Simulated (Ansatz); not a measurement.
Harmonic vibrations of BH$_{6}$NSi$_{2}$ (`B1N[SiH2][SiH2]1`) by finite differences.

```yaml
crystal:
  periodic: [false, false, false]
  atoms:
    - {symbol: B, position_ang: [-1.013553, 0.836217, -0.341435]}
    - {symbol: N, position_ang: [0.345652, 1.045651, -0.627996]}
    - {symbol: Si, position_ang: [1.254989, -0.329902, 0.025100]}
    - {symbol: Si, position_ang: [-0.906866, -0.951592, 0.643431]}
    - {symbol: H, position_ang: [-1.878656, 1.599289, -0.659370]}
    - {symbol: H, position_ang: [0.695989, 1.854866, -1.123269]}
    - {symbol: H, position_ang: [2.261570, 0.107182, 1.034139]}
    - {symbol: H, position_ang: [1.999537, -1.052868, -1.045108]}
    - {symbol: H, position_ang: [-1.469773, -2.167841, -0.003122]}
    - {symbol: H, position_ang: [-1.205789, -0.992105, 2.100530]}
basis:
  gaussian: {orbitals: def2-TZVP}
hamiltonian: {xc: pbe0, dispersion: d4}
phonons: {temperatures: {t_min: 298.15, t_max: 900, t_step: 200}}
```

```sh
$ ansatz run in.yaml --threads 2 --pin off --events-out ev --progress --plain --max-ram 4352MiB
```

Shortened log:

```
Functional definition: PBE0
mean field -18011.87846799 eV, -661.9243248089 hartree, gradient 7.1e-6 eV, S^2 0.000000; 0 other end points of the search recorded, 0 dependent functions left out
mean field -18011.87830949 eV, -661.9243189843 hartree, gradient 1.3e-6 eV, S^2 0.000000; 0 other end points of the search recorded, 0 dependent functions left out
mean field -18011.87831759 eV, -661.9243192819 hartree, gradient 1.2e-6 eV, S^2 0.000000; 0 other end points of the search recorded, 0 dependent functions left out
mean field -18011.87839434 eV, -661.9243221022 hartree, gradient 1.2e-6 eV, S^2 0.000000; 0 other end points of the search recorded, 0 dependent functions left out
mean field -18011.87837346 eV, -661.9243213348 hartree, gradient 2.9e-6 eV, S^2 0.000000; 0 other end points of the search recorded, 0 dependent functions left out
mean field -18011.87841737 eV, -661.9243229488 hartree, gradient 8.4e-7 eV, S^2 0.000000; 0 other end points of the search recorded, 0 dependent functions left out
mean field -18011.87842803 eV, -661.9243233403 hartree, gradient 2.6e-6 eV, S^2 0.000000; 0 other end points of the search recorded, 0 dependent functions left out
mean field -18011.87830106 eV, -661.9243186744 hartree, gradient 1.5e-6 eV, S^2 0.000000; 0 other end points of the search recorded, 0 dependent functions left out
mean field -18011.87831056 eV, -661.9243190234 hartree, gradient 1.5e-6 eV, S^2 0.000000; 0 other end points of the search recorded, 0 dependent functions left out
mean field -18011.87832681 eV, -661.9243196206 hartree, gradient 9.7e-7 eV, S^2 0.000000; 0 other end points of the search recorded, 0 dependent functions left out
mean field -18011.87829708 eV, -661.9243185282 hartree, gradient 2.6e-6 eV, S^2 0.000000; 0 other end points of the search recorded, 0 dependent functions left out
mean field -18011.87839045 eV, -661.9243219595 hartree, gradient 2.9e-6 eV, S^2 0.000000; 0 other end points of the search recorded, 0 dependent functions left out
mean field -18011.87840646 eV, -661.9243225476 hartree, gradient 6.9e-7 eV, S^2 0.000000; 0 other end points of the search recorded, 0 dependent functions left out
mean field -18011.87839734 eV, -661.9243222127 hartree, gradient 2.9e-6 eV, S^2 0.000000; 0 other end points of the search recorded, 0 dependent functions left out
mean field -18011.87834417 eV, -661.9243202585 hartree, gradient 9.7e-7 eV, S^2 0.000000; 0 other end points of the search recorded, 0 dependent functions left out
mean field -18011.87838896 eV, -661.9243219046 hartree, gradient 2.2e-6 eV, S^2 0.000000; 0 other end points of the search recorded, 0 dependent functions left out
mean field -18011.87839587 eV, -661.9243221587 hartree, gradient 2.0e-6 eV, S^2 0.000000; 0 other end points of the search recorded, 0 dependent functions left out
mean field -18011.87838431 eV, -661.9243217338 hartree, gradient 1.8e-6 eV, S^2 0.000000; 0 other end points of the search recorded, 0 dependent functions left out
mean field -18011.87838722 eV, -661.9243218405 hartree, gradient 2.4e-6 eV, S^2 0.000000; 0 other end points of the search recorded, 0 dependent functions left out
mean field -18011.87839975 eV, -661.9243223012 hartree, gradient 1.9e-6 eV, S^2 0.000000; 0 other end points of the search recorded, 0 dependent functions left out
mean field -18011.87842766 eV, -661.9243233267 hartree, gradient 1.2e-6 eV, S^2 0.000000; 0 other end points of the search recorded, 0 dependent functions left out
mean field -18011.87837548 eV, -661.9243214093 hartree, gradient 2.7e-6 eV, S^2 0.000000; 0 other end points of the search recorded, 0 dependent functions left out
mean field -18011.87840330 eV, -661.9243224315 hartree, gradient 2.5e-6 eV, S^2 0.000000; 0 other end points of the search recorded, 0 dependent functions left out
mean field -18011.87839162 eV, -661.9243220023 hartree, gradient 2.4e-6 eV, S^2 0.000000; 0 other end points of the search recorded, 0 dependent functions left out
mean field -18011.87837351 eV, -661.9243213367 hartree, gradient 2.3e-6 eV, S^2 0.000000; 0 other end points of the search recorded, 0 dependent functions left out
mean field -18011.87841521 eV, -661.9243228694 hartree, gradient 2.2e-6 eV, S^2 0.000000; 0 other end points of the search recorded, 0 dependent functions left out
mean field -18011.87843392 eV, -661.9243235567 hartree, gradient 2.4e-6 eV, S^2 0.000000; 0 other end points of the search recorded, 0 dependent functions left out
mean field -18011.87844214 eV, -661.9243238591 hartree, gradient 1.7e-6 eV, S^2 0.000000; 0 other end points of the search recorded, 0 dependent functions left out
mean field -18011.87842641 eV, -661.9243232808 hartree, gradient 1.3e-6 eV, S^2 0.000000; 0 other end points of the search recorded, 0 dependent functions left out
mean field -18011.87845438 eV, -661.9243243087 hartree, gradient 1.9e-6 eV, S^2 0.000000; 0 other end points of the search recorded, 0 dependent functions left out
mean field -18011.87846036 eV, -661.9243245284 hartree, gradient 2.3e-6 eV, S^2 0.000000; 0 other end points of the search recorded, 0 dependent functions left out
mean field -18011.87843915 eV, -661.9243237489 hartree, gradient 1.9e-6 eV, S^2 0.000000; 0 other end points of the search recorded, 0 dependent functions left out
mean field -18011.87843873 eV, -661.9243237338 hartree, gradient 1.4e-6 eV, S^2 0.000000; 0 other end points of the search recorded, 0 dependent functions left out
mean field -18011.87838429 eV, -661.9243217329 hartree, gradient 2.2e-6 eV, S^2 0.000000; 0 other end points of the search recorded, 0 dependent functions left out
mean field -18011.87836824 eV, -661.9243211430 hartree, gradient 2.3e-6 eV, S^2 0.000000; 0 other end points of the search recorded, 0 dependent functions left out
mean field -18011.87842586 eV, -661.9243232606 hartree, gradient 2.2e-6 eV, S^2 0.000000; 0 other end points of the search recorded, 0 dependent functions left out
mean field -18011.87843514 eV, -661.9243236019 hartree, gradient 2.3e-6 eV, S^2 0.000000; 0 other end points of the search recorded, 0 dependent functions left out
mean field -18011.87845064 eV, -661.9243241712 hartree, gradient 2.3e-6 eV, S^2 0.000000; 0 other end points of the search recorded, 0 dependent functions left out
mean field -18011.87843006 eV, -661.9243234149 hartree, gradient 1.7e-6 eV, S^2 0.000000; 0 other end points of the search recorded, 0 dependent functions left out
mean field -18011.87845589 eV, -661.9243243643 hartree, gradient 1.9e-6 eV, S^2 0.000000; 0 other end points of the search recorded, 0 dependent functions left out
mean field -18011.87845964 eV, -661.9243245019 hartree, gradient 1.5e-6 eV, S^2 0.000000; 0 other end points of the search recorded, 0 dependent functions left out
mean field -18011.87844532 eV, -661.9243239759 hartree, gradient 2.2e-6 eV, S^2 0.000000; 0 other end points of the search recorded, 0 dependent functions left out
mean field -18011.87843451 eV, -661.9243235784 hartree, gradient 1.8e-6 eV, S^2 0.000000; 0 other end points of the search recorded, 0 dependent functions left out
mean field -18011.87846038 eV, -661.9243245294 hartree, gradient 1.8e-6 eV, S^2 0.000000; 0 other end points of the search recorded, 0 dependent functions left out
mean field -18011.87843992 eV, -661.9243237773 hartree, gradient 1.5e-6 eV, S^2 0.000000; 0 other end points of the search recorded, 0 dependent functions left out
mean field -18011.87844428 eV, -661.9243239378 hartree, gradient 1.9e-6 eV, S^2 0.000000; 0 other end points of the search recorded, 0 dependent functions left out
mean field -18011.87845783 eV, -661.9243244354 hartree, gradient 2.3e-6 eV, S^2 0.000000; 0 other end points of the search recorded, 0 dependent functions left out
mean field -18011.87843376 eV, -661.9243235511 hartree, gradient 1.8e-6 eV, S^2 0.000000; 0 other end points of the search recorded, 0 dependent functions left out
mean field -18011.87843987 eV, -661.9243237754 hartree, gradient 1.9e-6 eV, S^2 0.000000; 0 other end points of the search recorded, 0 dependent functions left out
mean field -18011.87844830 eV, -661.9243240854 hartree, gradient 1.8e-6 eV, S^2 0.000000; 0 other end points of the search recorded, 0 dependent functions left out
mean field -18011.87846471 eV, -661.9243246883 hartree, gradient 1.7e-6 eV, S^2 0.000000; 0 other end points of the search recorded, 0 dependent functions left out
mean field -18011.87842085 eV, -661.9243230766 hartree, gradient 2.3e-6 eV, S^2 0.000000; 0 other end points of the search recorded, 0 dependent functions left out
mean field -18011.87843855 eV, -661.9243237269 hartree, gradient 2.3e-6 eV, S^2 0.000000; 0 other end points of the search recorded, 0 dependent functions left out
mean field -18011.87845513 eV, -661.9243243363 hartree, gradient 1.7e-6 eV, S^2 0.000000; 0 other end points of the search recorded, 0 dependent functions left out
mean field -18011.87845081 eV, -661.9243241777 hartree, gradient 1.7e-6 eV, S^2 0.000000; 0 other end points of the search recorded, 0 dependent functions left out
mean field -18011.87845456 eV, -661.9243243154 hartree, gradient 1.8e-6 eV, S^2 0.000000; 0 other end points of the search recorded, 0 dependent functions left out
mean field -18011.87846862 eV, -661.9243248320 hartree, gradient 1.7e-6 eV, S^2 0.000000; 0 other end points of the search recorded, 0 dependent functions left out
mean field -18011.87845632 eV, -661.9243243800 hartree, gradient 1.4e-6 eV, S^2 0.000000; 0 other end points of the search recorded, 0 dependent functions left out
mean field -18011.87846905 eV, -661.9243248478 hartree, gradient 1.4e-6 eV, S^2 0.000000; 0 other end points of the search recorded, 0 dependent functions left out
mean field -18011.87842373 eV, -661.9243231825 hartree, gradient 2.3e-6 eV, S^2 0.000000; 0 other end points of the search recorded, 0 dependent functions left out
mean field -18011.87840607 eV, -661.9243225334 hartree, gradient 2.4e-6 eV, S^2 0.000000; 0 other end points of the search recorded, 0 dependent functions left out
Total energy: -18012.07606732 eV, -661.9315864503 hartree
Atom 0 at    -1.013553     0.836217    -0.341435 Å, force     0.001917     0.000579    -0.000537 eV/Å
Atom 1 at     0.345652     1.045651    -0.627996 Å, force    -0.001690    -0.000271     0.000262 eV/Å
Atom 2 at     1.254989    -0.329902     0.025100 Å, force     0.002451     0.001451    -0.001118 eV/Å
Atom 3 at    -0.906866    -0.951592     0.643431 Å, force     0.000615     0.000662    -0.000545 eV/Å
Atom 4 at    -1.878656     1.599289    -0.659370 Å, force    -0.001024     0.000367     0.000003 eV/Å
Atom 5 at     0.695989     1.854866    -1.123269 Å, force    -0.001283    -0.000499     0.000308 eV/Å
Atom 6 at     2.261570     0.107182     1.034139 Å, force    -0.000604    -0.000971     0.000826 eV/Å
Atom 7 at     1.999537    -1.052868    -1.045108 Å, force    -0.000224    -0.001222     0.000553 eV/Å
Atom 8 at    -1.469773    -2.167841    -0.003122 Å, force    -0.000149     0.000208     0.000141 eV/Å
Atom 9 at    -1.205789    -0.992105     2.100530 Å, force    -0.000009    -0.000306     0.000108 eV/Å
Dipole moment:     0.166654     0.162374    -0.111472 e Å
Vibrations: 145.05 350.77 405.07 444.53 469.65 595.39 596.66 665.57 680.94 727.38 738.92 787.83 887.96 923.98 965.01 975.82 1217.79 1328.93 2194.84 2198.61 2214.13 2222.62 2618.86 3578.41 cm⁻¹, zero-point energy 1.731733 eV
```

It took 3 min on 2 threads of an Arm Neoverse V1 on a shared host, with 0.4 GiB of host memory at the peak.
